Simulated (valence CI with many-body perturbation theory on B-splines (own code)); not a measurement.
Results of a calculation; reference values are marked as such.
## Er XLVII: what each term of the Hamiltonian does

Level of theory: valence CI with perturbative core correlation (CI+MBPT): four valence electrons over a frozen Dirac-Fock core [Ar], radial functions for each j: 9 s, 9 p, 10 d, 8 f, 5 g, 3 h, 1 i, with the one-electron correlation potential Σ1 (screened to all orders), the two-electron term Σ2, the three-electron term Σ3, Breit, model QED; selected single and double excitations, second order for the rest (own B-spline code, finite nucleus).

The last digits are not significant, and no measured levels were compared; by estimate large intervals hold to a few tenths of a per cent, small ones and those within an open d or f shell to about a per cent. The list stops below the first excitations out of the core. Only levels of the ground parity were solved; by the run's estimate the other parity begins above the list, which can be wrong where configurations are misplaced.

Each rung adds one term. CI alone is the Dirac-Coulomb CI over the frozen core; QED comes last and gives the full result, which names the levels. Energies are above (3d3/2^4) J=0 on the same rung, in cm⁻¹.

Levels are named by their leading jj configuration (3d3/2^4 stands for four electrons in 3d with j = 3/2), which in mixed levels can hold well under half, so a name can repeat and another be missing. Letters in brackets count levels of one name in rising energy.

```
                    Level  CI alone
      (3d3/2^3 3d5/2) J=1    330802
      (3d3/2^3 3d5/2) J=4    429817
      (3d3/2^3 3d5/2) J=2    439385
      (3d3/2^3 3d5/2) J=3    467823
(3d3/2^2 3d5/2^2) J=0 [a]    728461
(3d3/2^2 3d5/2^2) J=2 [a]    739979
(3d3/2^2 3d5/2^2) J=4 [a]    755761
(3d3/2^2 3d5/2^2) J=3 [a]    768335
    (3d3/2^2 3d5/2^2) J=5    804501
    (3d3/2^2 3d5/2^2) J=6    831236
    (3d3/2^2 3d5/2^2) J=1    830122
(3d3/2^2 3d5/2^2) J=4 [b]    867923
(3d3/2^2 3d5/2^2) J=3 [b]    864757
(3d3/2^2 3d5/2^2) J=2 [b]    877333
(3d3/2^2 3d5/2^2) J=2 [c]    963529
(3d3/2^2 3d5/2^2) J=4 [c]   1005150
```

(1) What do these energies become with core correlation, Breit and QED?

(2) How does the ionisation energy move along the ladder, and which term matters most?

Answers

(1) (3d3/2^3 3d5/2) J=1 328270 (-2532); (3d3/2^3 3d5/2) J=4 416364 (-13453); (3d3/2^3 3d5/2) J=2 430327 (-9058); (3d3/2^3 3d5/2) J=3 457175 (-10648); (3d3/2^2 3d5/2^2) J=0 [a] 720253 (-8208); (3d3/2^2 3d5/2^2) J=2 [a] 730999 (-8980); (3d3/2^2 3d5/2^2) J=4 [a] 741140 (-14621); (3d3/2^2 3d5/2^2) J=3 [a] 755773 (-12563); (3d3/2^2 3d5/2^2) J=5 785131 (-19369); (3d3/2^2 3d5/2^2) J=6 806435 (-24801); (3d3/2^2 3d5/2^2) J=1 816387 (-13735); (3d3/2^2 3d5/2^2) J=4 [b] 845278 (-22645); (3d3/2^2 3d5/2^2) J=3 [b] 845394 (-19362); (3d3/2^2 3d5/2^2) J=2 [b] 858096 (-19236); (3d3/2^2 3d5/2^2) J=2 [c] 947854 (-15675); (3d3/2^2 3d5/2^2) J=4 [c] 984838 (-20313).

(2) CI alone 3908.8, + Σ1 3911.4, + Σ2 3920.0, + Σ3 3920.2, + Breit 3916.7, + QED 3916.9 eV. The largest step is Σ2, 8.6 eV. NIST lists 3916 ± 4 eV (theoretical).
